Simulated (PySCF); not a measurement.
Simulated C 1s region for `CNc1cnco1`, binding energy against the vacuum level.

Every computed line was given a Gaussian of 0.7 eV full width at half maximum and an area set by the number of equivalent atoms; the highest printed point is 100. Method: PySCF, delta-SCF UKS SCAN, pcX-2 on the ionised atom, pcseg-1 elsewhere, spin-free X2C.

| binding energy (eV) | intensity |
| --- | --- |
| 289.5 | 0 |
| 289.6 | 1 |
| 289.7 | 2 |
| 289.8 | 4 |
| 289.9 | 8 |
| 290.0 | 14 |
| 290.1 | 23 |
| 290.2 | 33 |
| 290.3 | 43 |
| 290.4 | 49 |
| 290.5 | 50 |
| 290.6 | 46 |
| 290.7 | 37 |
| 290.8 | 27 |
| 290.9 | 18 |
| 291.0 | 10 |
| 291.1 | 6 |
| 291.2 | 4 |
| 291.3 | 5 |
| 291.4 | 8 |
| 291.5 | 15 |
| 291.6 | 27 |
| 291.7 | 43 |
| 291.8 | 62 |
| 291.9 | 80 |
| 292.0 | 94 |
| 292.1 | 100 |
| 292.2 | 98 |
| 292.3 | 90 |
| 292.4 | 80 |
| 292.5 | 71 |
| 292.6 | 65 |
| 292.7 | 62 |
| 292.8 | 58 |
| 292.9 | 51 |
| 293.0 | 42 |
| 293.1 | 32 |
| 293.2 | 21 |
| 293.3 | 13 |
| 293.4 | 7 |
| 293.5 | 3 |
| 293.6 | 1 |
| 293.7 | 1 |
| 293.8 | 0 |

Problem. Count the maxima, the lines and the sites behind this envelope.

Solution. The curve has 2 maxima (at 290.5 and 292.1 eV). Under it lie 4 lines from 4 inequivalent carbon sites. At this width some lines have no maximum of their own.

Problem. Decompose the envelope and assign each component. Numbering: `[CH3:1][NH:2][c:3]1[cH:4][n:5][cH:6][o:7]1`.

Solution. 
```
position (eV)  relative area  line  atoms                          environment
       290.47              1  C 1s     C4  aromatic CH next to a ring nitrogen
       292.01              1  C 1s     C6  aromatic CH next to a ring nitrogen
       292.18              1  C 1s     C1                      N-methyl carbon
       292.81              1  C 1s     C3     aromatic carbon bearing nitrogen
```

Problem. What are the centre and the root-mean-square width of the whole band?

Solution. The area-weighted mean of the lines is 291.87 eV. Their own spread about it is 0.86 eV (rms) and each Gaussian has σ = 0.7/2.355 = 0.30 eV; the variances add, which gives 0.91 eV.

The listed C 1s values span 2.34 eV, from C4 (bonded to N (aromatic in the SMILES), C (aromatic in the SMILES) and H) to C3 (bonded to O (aromatic in the SMILES), N and C (aromatic in the SMILES)). The widest gap between neighbouring values is 1.54 eV, between 290.47 and 292.01 eV.

The curve has no shake-up lines and no vibrational structure. Geometry: GFN2-xTB, one conformer, isolated molecule.

Time: 53 s. Hardware: an x86-64 server with one thread, no GPU, on a shared host.

Conformer computed: `[CH3:1][NH:2][c:3]1[cH:4][n:5][cH:6][o:7]1`: C1–N2–C3–C4 -24°.
